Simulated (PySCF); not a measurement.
Cl2Te, charge -1, doublet, geometry from GFN2-xTB (a state made from the parent by changing its charge; the spin is typed, not shown lowest) (core potentials on Te). Base run: PBE0/def2-SVP (PySCF).

Here is a job for PySCF.
```python
from pyscf import gto, scf, dft

mol = gto.M(
    atom='''
Te   -0.002481    0.002450    0.128228
Cl    1.616798    1.970155   -0.202622
Cl   -1.609208   -1.977650   -0.189606
''',
    basis='def2-svp',
    ecp={'Te': 'def2-svp'},
    charge=-1,
    spin=1,
    verbose=4,
)

mf = dft.UKS(mol)
mf.xc = 'pbe0'
mf.kernel()
```

The base run was repeated with changes; each row names its change, and settings that it needs were set with it.

```
change                                           ΔE vs base (mEh)  fitting functions        outcome
-----------------------------------------------  ----------------  -----------------  -------------
base                                                        0.000                  -      converged
auxbasis = even-tempered beta=3.0                         -71.633                364      converged
auxbasis = default (with mf = mf.density_fit())            -0.021                474      converged
auxbasis = cc-pvdz-jkfit                                        -                  -  input refused
auxbasis = cc-pvtz-jkfit                                        -                  -  input refused
auxbasis = even-tempered beta=2.0                          -0.142                553      converged
only_dfj = on; auxbasis = def2-universal-jfit              -0.244                160      converged
auxbasis = cc-pvqz-jkfit                                        -                  -  input refused
auxbasis = autoaux                                          0.020                518      converged
auxbasis = even-tempered beta=1.6                           0.029                811      converged
```

A fitting set is made for a task (jfit for Coulomb, jkfit for Coulomb and exchange, ri for correlation) and for a family of orbital bases.

Open shells are given as the SCF converged; they aren't shown to be the lowest states, and a large step between rows can be another state.

- auxbasis = cc-pvdz-jkfit: ended with `pyscf.lib.exceptions.BasisNotFoundError: Basis set not found for Te in cc-pvdz-jkfit`
- auxbasis = cc-pvtz-jkfit: ended with `pyscf.lib.exceptions.BasisNotFoundError: Basis set not found for Te in cc-pvtz-jkfit`
- auxbasis = cc-pvqz-jkfit: ended with `pyscf.lib.exceptions.BasisNotFoundError: Basis set not found for Te in cc-pvqz-jkfit`
